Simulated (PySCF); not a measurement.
A structure optimised at PBE-D3(BJ)/def2-TZVP, used in a PySCF frequency run:

```xyz
3

Au     0.0000     0.0000     0.3837
O      0.0000     0.0000    -2.6491
C      0.0000     0.0000    -1.5197
```
Charge +1, spin multiplicity 1.

**Question.** Write its SMILES, formula and point group.

**Answer.** [O+]#[C-]->[Au+], CAuO, C∞v

**Question.** What are its rotational constants (standard atomic weights)?

**Answer.** 3.0078 GHz (linear rotor, B only)
